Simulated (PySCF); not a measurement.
Computed IR spectrum (relative IR intensity) of a molecule CH6AlNO. The structure is a stationary point at PBE0-D3(BJ)/def2-SVP. Other conformers were not sampled. Method: PBE0-D3(BJ)/def2-SVP (PySCF 2.14.0). Frequencies are harmonic and unscaled.

ν (cm⁻¹): 179 (w), 290 (m), 344 (w), 478 (w), 531 (vs), 543 (vs), 646 (w), 724 (m), 898 (s), 1080 (w), 1181 (m), 1390 (m), 1450 (w), 1495 (vw), 1961 (s), 3004 (m), 3064 (m), 3138 (w), 3621 (w), 4003 (s) (against the strongest line: vs over 80 %, s over 45 %, m over 15 %, w over 4 %, vw less)

Identify the compound among the candidates.
(A) C[O][AlH][NH2]
(B) [CH3][Al]([NH2])[OH]
(C) C[NH][AlH][OH]

C, C[NH][AlH][OH]
